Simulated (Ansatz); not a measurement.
C₅H₁₂O₂Sn⁺, that is Sn(OAc)Me3 with one electron fewer. Charge 1, multiplicity 2. Geometry r2SCAN-D4/def2-SVP; atoms count from 1.

Cartesian coordinates in Å:
```
Sn -0.5915 -0.5057 -0.1157
O 1.1284 0.7525 0.2167
C 0.4222 1.8298 0.1441
C 1.0534 3.1609 0.2995
O -0.8251 1.6842 -0.0635
H 0.3061 3.9577 0.2191
H 1.8314 3.2825 -0.4698
H 1.5636 3.2051 1.2739
C -0.8673 -0.8584 -2.1975
H -1.7496 -0.2766 -2.5033
H -1.0188 -1.9270 -2.3978
H 0.0268 -0.4869 -2.7180
C -1.5115 -1.0220 1.7338
H -1.7063 -2.1010 1.7867
H -2.4520 -0.4537 1.7890
H -0.8346 -0.7080 2.5410
C 1.2246 -2.3141 0.1050
H 1.5363 -2.0360 1.1168
H 1.8353 -1.9609 -0.7320
H 0.6285 -3.2226 -0.0283
```

In the def2 sets Sn takes a core potential; there is no spin–orbit coupling.

Problem. Estimate the Mulliken populations from the PBE0/def2-TZVP orbitals of Ansatz.

Solution. 
```csv
atom,charge (e),spin (α − β)
Sn1,0.91,0.10
O2,-0.41,0.01
C3,0.43,0.00
C4,-0.37,0.00
O5,-0.40,0.01
H6,0.18,0.00
H7,0.18,0.00
H8,0.18,0.00
C9,-0.54,0.04
H10,0.20,0.01
H11,0.19,0.00
H12,0.19,0.00
C13,-0.54,0.04
H14,0.19,0.00
H15,0.20,0.01
H16,0.19,0.00
C17,-0.36,0.83
H18,0.20,-0.02
H19,0.20,-0.02
H20,0.19,-0.02
```
Mulliken values depend strongly on the basis.

Problem. Where does the spin sit?

Solution. Summed by element: Sn 0.10, O 0.03, C 0.92, H -0.05, of 1 unpaired in all. Largest on single atoms: C17 0.83, Sn1 0.10, C9 0.04.

Problem. And the Mayer bond orders between heavy atoms (over 0.3)?

Solution. Sn1–O2 0.57 (2.16 Å); Sn1–O5 0.52 (2.20 Å); Sn1–C9 0.96 (2.13 Å); Sn1–C13 0.96 (2.13 Å); Sn1–C17 0.40 (2.57 Å); O2–C3 1.39 (1.29 Å); C3–C4 1.02 (1.48 Å); C3–O5 1.48 (1.27 Å).
